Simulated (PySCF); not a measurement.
# One molecule, several mistakes: H7N2Si2

These are calculations, not measurements. The program is PySCF 2.14.0, an open-source quantum chemistry code, run on an isolated molecule that a program drew, which may never have been made. The molecule is H7N2Si2 (charge 0, doublet), drawn as the SMILES string `N[SiH]N[SiH3]`.

Each row is a Hartree-Fock (HF) and frozen-core CCSD(T) single point in the cc-pV(D+d)Z basis, meant for a local HF minimum. Run 1 is clean. Each other run has one planted mistake out of seven kinds, and not every kind appears here: one electron removed, one electron added, multiplicity raised by two, geometry at a saddle point, minimal basis STO-3G, one bond length entered in bohr, all coordinates scaled. The reference is restricted for singlets and unrestricted otherwise, and also for a bond in bohr. Adding or removing an electron swaps singlet and doublet. Electrons count all cores. HOMO and LUMO are orbital energies over both spins, the gradient is its largest component, and the lowest frequency (negative if imaginary) is given only where the gradient is small. Bond lengths are over the 10 bonds as drawn. T1 is the CCSD diagnostic: over 0.02 (restricted) or 0.045 (unrestricted) a single reference is doubtful.

Geometry of the clean run:
```xyz
11
H7N2Si2, angstrom
N     1.3084   -2.3018   -0.3283
Si   -0.1508   -2.3282   -1.2447
N    -1.2320   -1.2235   -0.4649
Si   -0.8325    0.1549    0.5153
H     1.3241   -2.6612    0.6082
H     2.1812   -2.4833   -0.7877
H     0.2488   -1.9313   -2.6248
H    -2.2135   -1.3769   -0.6130
H     0.1544    1.0340   -0.1493
H    -0.2864   -0.2210    1.8405
H    -2.0877    0.9127    0.7355
```

```
run,electrons,basis functions,<S^2>,HOMO (eV),LUMO (eV),gradient (hartree/bohr),lowest frequency (cm^-1),mean bond (Å),longest bond (Å),T1,HF (hartree),CCSD(T) (hartree),mistake
1,49,109,0.754,-8.07,2.37,2.9e-05,90,1.4137,1.738,0.0141,-690.88972,-691.48395,no fault
2,49,109,3.764,-2.38,-0.50,7.2e-02,-,1.4137,1.738,0.0323,-690.65140,-691.23645,multiplicity raised by two
3,49,35,0.752,-5.13,6.58,2.7e-02,-,1.4137,1.738,0.0144,-682.75477,-682.96523,minimal basis STO-3G
4,49,109,1.543,-8.20,1.77,2.8e-02,-,1.5684,3.284,0.0763,-690.76126,-691.35515,?
```

**Which mistake was planted in run 4, and what did it cost?**

The mean bond changes by a factor of 1.109 and the longest by 1.890, so the molecule wasn't scaled as a whole. A length L in bohr read as angstrom grows by (1/0.5292 - 1) L = 0.890 L. The 10 bonds together grew by 10 x 0.1547 = 1.547 Å, which gives L = 1.739 Å. That is the length of one of the N-Si bonds, 1.738 Å in the clean geometry. So the mistake is: one bond length entered in bohr. Subtracting run 1 and multiplying by 627.51 kcal/mol a hartree, the energy moved by 80.6 kcal/mol in HF and 80.8 kcal/mol in CCSD(T).

Cautions from the logs. Run 4: T1 is over the limit, so its CCSD(T) energy is less reliable.
